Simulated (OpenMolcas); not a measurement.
# Pd III: effect of correlating more closed shells

```
Program             : OpenMolcas
Basis               : ANO-RCC-VTZP [7s6p4d2f1g]
Scalar Hamiltonian  : DKH2, point nucleus
Active space        : 8 electrons in 5 orbitals (4d)
State averaging     : 2S+1 = 3 even, 10 roots; 2S+1 = 1 even, 15 roots
Spin-orbit coupling : RASSI with atomic mean-field integrals over the reference wave functions, term energies averaged over their components
```

Methods on the same reference wave functions:
A. CASSCF
B. SS-CASPT2, IPEA 0.25 Eh, imaginary shift 0.1 Eh (closed shells correlated: none)
C. SS-CASPT2, IPEA 0.25 Eh, imaginary shift 0.1 Eh (closed shells correlated: 4s 4p)
D. SS-CASPT2, IPEA 0.25 Eh, imaginary shift 0.1 Eh (closed shells correlated: 3d 4s 4p)

Energies in cm-1 above 4d8 3F4, the measured ground level; measured values from Moore, Atomic Energy Levels, vol. III, NSRDS-NBS 35 (1971 reprint of NBS Circular 467, 1958).

```
  Level      A      B      C      D  Measured
4d8 3F4    0.0    0.0    0.0    0.0       0.0
4d8 3F3   3119   3130   3140   3140      3230
4d8 3F2   4806   4650   4560   4560      4687
4d8 3P1  17416  14030  14060  14020     13470
4d8 3P0  17745  14280  14310  14270     13699
4d8 1G4  21504  19530  18210  18140     17880
4d8 1S0  50311  41940  42070  41920
```

Deviations, from unrounded energies. A percentage is the sum of absolute deviations over the sum of measured energies, with the sign that they share, or ± where signs differ.

```
                        Against measurement  Levels      A     B     C     D
             mean absolute deviation (cm-1)       5   2400   580   350   320
      fine structure of the ground term (%)       2   ±2.9  -1.7  -2.7  -2.8
other terms of the ground configuration (%)       3  +25.8  +6.2  +3.4  +3.0
```

D lies closest to measurement on these levels and A furthest from it. The largest miss of D in the table is 4d8 3P0, by +570 cm-1. The ranking rests on the paired levels alone, and a cruder setting can come out closer through cancelling errors.

Among B to D the level of the table that moves most is 4d8 1G4, by 1400 cm-1 (lowest in D, highest in B). Moves below CASPT2's spread within the term are not significant.

The mean deviations of B to D differ by less than CASPT2's widest spread within a term (820 cm-1), so their order carries little weight.

From A to B the spin-free energies of the other terms of 4d8 shown, above 3F, scale by factors of 0.76 to 0.90, as is usual when dynamic correlation screens the repulsion within a d or f shell.

The lowest spin-free term lies below A's lowest term by 0.220 hartree in B, 0.513 hartree in C, 0.561 hartree in D.

What an inner shell adds also hangs on whether the basis holds functions to correlate it.

Term energies are means over components that CASPT2 splits; among the terms shown or strongly mixed into the levels shown the widest spread is 820 cm-1 (4d8 3F, D). Levels of configurations with an s electron are missing; early in the row they begin among the upper levels of the d shell and mix with terms of their name. Without dynamic correlation excited terms often stand tens of per cent too high (terms of higher spin than the ground term too low), and those without a measured partner can miss by more than the paired ones (holds for A). Measured partners are found by configuration, term and J. A level has none where our copy of the source lacks it or the pairing is in doubt (some pairs that miss far off the trend of their configuration count as doubtful), and it then counts in no deviation. Only configurations of the active space appear. Levels that lie high or do not pair safely by name in every column are left out.
